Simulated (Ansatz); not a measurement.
Steps of a relaxation of `[CH3][Ta](=[O])([OH])[OH]` with RKS PBE-D4/def2-SVP.

```sh
$ ansatz run in.yaml --threads 4 --pin off --events-out ev --progress --plain --max-ram 10444MiB
```

```yaml
crystal:
  periodic: [false, false, false]
  atoms:
    - {symbol: C, position_ang: [-0.335800, -1.288000, -0.704200]}
    - {symbol: Ta, position_ang: [0.487100, 0.344700, 0.640900]}
    - {symbol: O, position_ang: [1.696700, -0.457800, 1.839900]}
    - {symbol: O, position_ang: [-1.005300, 1.291000, 1.739300]}
    - {symbol: O, position_ang: [1.500400, 1.802800, -0.556600]}
    - {symbol: H, position_ang: [0.049200, -2.214600, -0.456900]}
    - {symbol: H, position_ang: [-0.117700, -0.997800, -1.767500]}
    - {symbol: H, position_ang: [-1.446700, -1.258600, -0.591000]}
    - {symbol: H, position_ang: [-1.899800, 1.057400, 1.291700]}
    - {symbol: H, position_ang: [1.155000, 1.669700, -1.432500]}
basis:
  gaussian: {orbitals: def2-SVP}
hamiltonian: {xc: pbe, dispersion: d4}
relax: {f_tol: 0.03, max_steps: 200}
```

Positions (Å) and forces (eV/Å) along the path, 14 of 23 steps:

```xyz
10
step=1 energy=-8802.0580 eV
C    -0.336   -1.288   -0.704   -0.743    3.986   -0.015
Ta    0.487    0.345    0.641    2.788    0.588    2.476
O     1.697   -0.458    1.840   -3.480    2.309   -3.478
O    -1.005    1.291    1.739    0.345   -2.066   -2.401
O     1.500    1.803   -0.557   -1.053   -2.422    3.255
H     0.049   -2.215   -0.457    1.022   -2.681    0.543
H    -0.118   -0.998   -1.768    0.032   -0.229    0.318
H    -1.447   -1.259   -0.591    0.112   -0.173    0.000
H    -1.900    1.057    1.292    1.483    0.623    0.866
H     1.155    1.670   -1.433   -0.507    0.064   -1.564
10
step=2 energy=-8803.4190 eV
C    -0.316   -1.209   -0.652   -0.390    0.805   -0.321
Ta    0.494    0.371    0.614   -0.598   -0.379    0.273
O     1.593   -0.383    1.722    0.344   -0.019    0.229
O    -0.928    1.173    1.655   -1.415   -0.370   -0.597
O     1.437    1.640   -0.468    0.092    0.136   -1.162
H     0.073   -2.199   -0.428    0.240   -0.648    0.100
H    -0.108   -0.971   -1.726    0.059   -0.112    0.137
H    -1.431   -1.239   -0.579    0.120   -0.044    0.076
H    -1.860    1.082    1.276    1.247    0.362    0.604
H     1.129    1.685   -1.411    0.299    0.269    0.659
10
step=4 energy=-8803.6761 eV
C    -0.309   -1.265   -0.653    0.007   -0.220   -0.039
Ta    0.487    0.308    0.611   -0.090    0.506   -0.021
O     1.629   -0.386    1.729   -0.054   -0.054   -0.070
O    -1.009    1.015    1.599    0.132   -0.229    0.024
O     1.423    1.513   -0.568    0.051   -0.245    0.096
H     0.082   -2.276   -0.421    0.009   -0.024    0.007
H    -0.081   -1.056   -1.722    0.024    0.012    0.016
H    -1.418   -1.308   -0.564    0.004    0.010    0.024
H    -1.865    1.390    1.342   -0.035    0.123   -0.025
H     1.145    2.013   -1.351   -0.048    0.121   -0.012
10
step=6 energy=-8803.7006 eV
C    -0.303   -1.266   -0.646   -0.027   -0.109   -0.053
Ta    0.469    0.339    0.598   -0.024    0.147   -0.005
O     1.607   -0.385    1.701   -0.081   -0.004   -0.092
O    -1.060    0.948    1.597    0.409   -0.218    0.031
O     1.434    1.466   -0.631    0.041   -0.280    0.352
H     0.090   -2.270   -0.396    0.021   -0.016    0.025
H    -0.065   -1.064   -1.713    0.034   -0.005    0.012
H    -1.412   -1.305   -0.565    0.006   -0.007    0.028
H    -1.877    1.423    1.409   -0.293    0.229   -0.059
H     1.201    2.063   -1.351   -0.085    0.264   -0.238
10
step=7 energy=-8803.6861 eV rejected
C    -0.298   -1.317   -0.650    0.004   -0.003   -0.015
Ta    0.424    0.354    0.546    0.090   -0.547    0.051
O     1.546   -0.463    1.600   -0.011    0.198    0.036
O    -1.088    0.941    1.560   -0.906    0.703    0.081
O     1.393    1.466   -0.665   -0.001    1.046   -0.849
H     0.130   -2.289   -0.325   -0.055    0.141   -0.031
H    -0.032   -1.155   -1.718   -0.038   -0.042    0.017
H    -1.406   -1.377   -0.573    0.001   -0.033   -0.054
H    -1.860    1.558    1.516    0.770   -0.608    0.058
H     1.273    2.229   -1.289    0.148   -0.855    0.707
10
step=8 energy=-8803.7166 eV
C    -0.305   -1.294   -0.655   -0.006   -0.088   -0.032
Ta    0.446    0.339    0.569   -0.075    0.125   -0.045
O     1.590   -0.384    1.662    0.019   -0.067    0.001
O    -1.068    0.939    1.587    0.185   -0.090   -0.008
O     1.410    1.472   -0.647    0.001   -0.129    0.162
H     0.079   -2.287   -0.349    0.001    0.003    0.006
H    -0.027   -1.134   -1.720    0.025   -0.009    0.025
H    -1.416   -1.328   -0.607    0.005    0.001    0.012
H    -1.860    1.483    1.481   -0.125    0.110   -0.011
H     1.235    2.144   -1.318   -0.031    0.143   -0.110
10
step=10 energy=-8803.7373 eV
C    -0.305   -1.332   -0.659   -0.081   -0.098   -0.114
Ta    0.415    0.341    0.524    0.035    0.008    0.018
O     1.594   -0.389    1.577    0.015    0.003    0.015
O    -1.073    0.927    1.573   -0.107    0.072    0.013
O     1.317    1.502   -0.695   -0.040    0.100   -0.097
H    -0.035   -2.316   -0.219   -0.035    0.078   -0.028
H     0.128   -1.285   -1.686    0.000   -0.028    0.113
H    -1.414   -1.290   -0.767    0.093    0.007    0.000
H    -1.835    1.523    1.641    0.090   -0.071    0.013
H     1.291    2.268   -1.287    0.029   -0.068    0.068
10
step=12 energy=-8803.7506 eV rejected
C    -0.310   -1.334   -0.667   -0.156   -0.691   -0.601
Ta    0.401    0.360    0.492    0.078   -0.032   -0.060
O     1.648   -0.357    1.479   -0.039    0.041   -0.039
O    -1.058    0.885    1.605   -0.378    0.293    0.056
O     1.186    1.550   -0.774   -0.104    0.440   -0.265
H    -0.331   -2.277   -0.033   -0.027    0.642   -0.459
H     0.388   -1.536   -1.553   -0.535    0.160    0.804
H    -1.352   -1.166   -1.099    0.744   -0.080    0.336
H    -1.807    1.462    1.851    0.405   -0.311   -0.085
H     1.320    2.362   -1.298    0.014   -0.460    0.314
10
step=14 energy=-8803.8216 eV
C    -0.317   -1.367   -0.668    0.014   -0.160   -0.166
Ta    0.373    0.347    0.466    0.282    0.149    0.109
O     1.653   -0.304    1.460   -0.108   -0.003   -0.063
O    -1.077    0.874    1.587   -0.214    0.132   -0.024
O     1.103    1.564   -0.803   -0.141    0.441   -0.305
H    -0.330   -2.303   -0.057   -0.044    0.234   -0.171
H     0.385   -1.528   -1.532   -0.260   -0.001    0.269
H    -1.345   -1.169   -1.070    0.294   -0.106    0.045
H    -1.789    1.468    1.877    0.215   -0.170   -0.020
H     1.428    2.366   -1.256   -0.040   -0.516    0.325
10
step=16 energy=-8803.9834 eV
C    -0.299   -1.363   -0.684    0.044    0.003   -0.023
Ta    0.324    0.378    0.435   -0.181   -0.032   -0.013
O     1.657   -0.215    1.393    0.080    0.089   -0.027
O    -1.166    0.844    1.530   -0.166    0.269    0.076
O     0.852    1.656   -0.885    0.201    0.244   -0.115
H    -0.464   -2.242   -0.029   -0.016   -0.011    0.008
H     0.497   -1.625   -1.413    0.008   -0.051   -0.006
H    -1.232   -1.149   -1.249   -0.008   -0.005    0.000
H    -1.668    1.444    2.108    0.191   -0.246   -0.071
H     1.582    2.221   -1.202   -0.152   -0.260    0.171
10
step=18 energy=-8804.0796 eV
C    -0.299   -1.386   -0.712    0.033    0.216    0.112
Ta    0.248    0.439    0.356   -0.406   -0.491    0.018
O     1.593   -0.043    1.343    0.268   -0.016    0.134
O    -1.250    0.953    1.424   -0.254    0.282    0.352
O     0.801    1.721   -0.945    0.258    0.277   -0.217
H    -0.538   -2.201    0.001    0.003   -0.024    0.028
H     0.532   -1.736   -1.359    0.012   -0.002   -0.004
H    -1.192   -1.205   -1.348   -0.010   -0.006   -0.037
H    -1.489    1.281    2.314    0.159   -0.233   -0.337
H     1.679    2.125   -1.071   -0.063   -0.002   -0.049
10
step=21 energy=-8804.1095 eV
C    -0.308   -1.353   -0.689   -0.011   -0.006   -0.016
Ta    0.235    0.471    0.348    0.027   -0.055   -0.001
O     1.554   -0.026    1.370   -0.027    0.023   -0.008
O    -1.288    1.012    1.388   -0.009    0.017    0.058
O     0.831    1.728   -0.978    0.021    0.019   -0.004
H    -0.581   -2.153    0.032    0.000    0.012    0.004
H     0.544   -1.732   -1.295    0.000    0.012    0.011
H    -1.172   -1.186   -1.369    0.010    0.005    0.007
H    -1.438    1.074    2.347    0.018   -0.012   -0.059
H     1.707    2.114   -1.150   -0.028   -0.016    0.007
10
step=22 energy=-8804.1095 eV rejected
C    -0.307   -1.349   -0.686   -0.011    0.005   -0.012
Ta    0.235    0.478    0.346    0.028   -0.043   -0.004
O     1.553   -0.015    1.372   -0.014    0.009   -0.002
O    -1.290    1.017    1.386   -0.007   -0.004   -0.005
O     0.831    1.731   -0.985   -0.001    0.002    0.003
H    -0.587   -2.144    0.038   -0.004    0.011    0.002
H     0.542   -1.734   -1.289    0.002    0.014    0.009
H    -1.169   -1.174   -1.367    0.006   -0.010    0.003
H    -1.439    1.038    2.346    0.007    0.010    0.006
H     1.714    2.101   -1.159   -0.006    0.005    0.001
10
step=23 energy=-8804.1099 eV
C    -0.311   -1.357   -0.692    0.020    0.011    0.020
Ta    0.233    0.469    0.344    0.008   -0.004    0.005
O     1.551   -0.018    1.373   -0.012   -0.006   -0.012
O    -1.285    1.018    1.387   -0.009   -0.006    0.002
O     0.826    1.732   -0.977    0.000   -0.005   -0.010
H    -0.595   -2.150    0.032    0.000    0.000    0.001
H     0.548   -1.740   -1.284    0.001   -0.002    0.002
H    -1.165   -1.190   -1.383   -0.011    0.010   -0.008
H    -1.422    1.066    2.349    0.004    0.001   -0.002
H     1.703    2.117   -1.147   -0.001    0.002    0.002
```

Hardware: 4 threads of an Arm Neoverse V1 on a shared host. Wall time 35 s, peak host memory 0.16 GiB.
